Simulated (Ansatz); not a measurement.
System: C₄H₁₀Se (charge 0, singlet). SMILES: CC(C)C[SeH]
Geometry from a B3LYP-D3(BJ)/def2-TZVP (Ansatz, a first-principles code) optimisation:
```xyz
15

C     -1.4468     2.4066     0.5322
C     -1.0910     0.9876     0.0802
C     -1.9403    -0.0466     0.8189
C      0.4042     0.7538     0.2765
Se     0.9649    -1.0151    -0.4362
H     -2.5061     2.6113     0.3655
H     -1.2464     2.5367     1.5990
H     -0.8692     3.1559    -0.0125
H     -1.3038     0.9071    -0.9908
H     -1.7329    -0.0199     1.8920
H     -1.7451    -1.0614     0.4686
H     -3.0035     0.1543     0.6771
H      0.6646     0.7884     1.3342
H      0.9832     1.5048    -0.2562
H      2.3949    -0.6741    -0.4922
```
Charge 0, spin multiplicity 1.

Property: atomisation energy (electronic, to ground-state atoms), in kJ/mol. Cores are frozen in the correlated levels unless marked. Open shells are spin-unrestricted. No spin-orbit coupling. Frozen are the shells of the preceding noble gas and the d and f shells that filled before the atom's block. Non-relativistic. The coupled-cluster limit lacks core correlation, which all-electron functionals hold. CBS(X,Y): correlation extrapolated as X^-3; Hartree-Fock from the larger set.

```tsv
level	program	atomisation energy (kJ/mol)	minus last row
HF/6-31G*	Ansatz	4192.5	-1412.5
PBE-D3(BJ)/def2-TZVPD	Ansatz + dftd3	5701.4	96.4
r2SCAN-D3(BJ)/def2-TZVPD	Ansatz + dftd3	5618.2	13.2
wB97X/def2-TZVPD	Ansatz	5600.9	-4.1
B2GP-PLYP-D4/def2-TZVPD	Ansatz + dftd4	5530.6	-74.4
RPA@PBE/cc-pVTZ	Ansatz	5273.2	-331.8
SCS-MP2/cc-pVTZ	Ansatz	5512.3	-92.7
SCS-MP2/cc-pVQZ	Ansatz	5597.2	-7.8
CCSD/aug-cc-pVTZ	Ansatz	5441.9	-163.1
CCSD(T)/CBS(cc-pVTZ,cc-pVQZ)	Ansatz	5605.0	0.0
```
